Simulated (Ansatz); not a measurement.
Computed with Ansatz.

A structure relaxed at PBE0-D4/def2-TZVP, charge 0, multiplicity 1:

```xyz
21

N     0.802    2.047   -0.277
Hf    0.687    0.165   -1.083
O     0.522    0.382   -3.009
O     2.481   -0.569   -0.913
C    -1.696   -0.745   -0.991
C    -0.820   -1.834   -0.779
C    -0.177   -1.637    0.460
C    -0.625   -0.413    1.019
Si   -0.104    0.335    2.635
C    -1.574    0.126    0.103
H     1.537    2.686   -0.551
H     0.212    2.508    0.396
H     0.033    0.701   -3.761
H     3.152   -0.888   -0.317
H    -2.322   -0.596   -1.859
H    -0.665   -2.666   -1.451
H     0.563   -2.296    0.893
H     1.357    0.166    2.848
H    -0.813   -0.318    3.770
H    -0.453    1.780    2.646
H    -2.098    1.063    0.223
```

Q: Give its formula and SMILES.

A: C5H11HfNO2Si, `[NH2][Hf]1234([OH])([OH])[C@@H]5[C@H]1[C@H]2[C@@]3([SiH3])[C@@H]54`.

Q: Point group (tolerance 0.08 Å, 0.16 Å for H)?

A: C1.

Q: Summarise the bond lengths by kind.

A: 1 × Hf–N 2.050 Å; 2 × H–N 1.007 to 1.012 Å; 2 × Hf–O 1.946 Å; 5 × C–Hf 2.522 to 2.553 Å; 2 × H–O 0.951 to 0.952 Å; 5 × C–C 1.404 to 1.425 Å; 4 × C–H 1.080 to 1.081 Å; 1 × C–Si 1.855 Å; 3 × H–Si 1.486 to 1.489 Å.
